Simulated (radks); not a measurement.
Values are calculated unless marked as measured or tabulated.
Task: Ionisation ladder of krypton, from Kr to Kr2+. Each ion is in the ground configuration listed by NIST, and IE = E(next ion) - E(this ion). Level of theory: Dirac Kohn-Sham, BLYP, spin-unpolarised, spherical densities, finite nucleus; open shells fill j = l - 1/2 first; Fermi nuclear charge, rms radius 4.1884 fm (a radial shooting solver on a logarithmic mesh with Libxc functionals).

species      configuration  IE, Delta-SCF (eV)  <r> HOMO (bohr)
Kr                    [Kr]              13.893             1.97
Kr+      [Ar] 3d10 4s2 4p5              24.722             1.85
Kr2+     [Ar] 3d10 4s2 4p4                   ?             1.75

Estimate the withheld Delta-SCF values.

Result: Kr2+: 36.581 eV (NIST 35.84).

Beside tabulated values, note that spin-unpolarised runs miss the spin-polarisation part of the exchange energy of open shells.
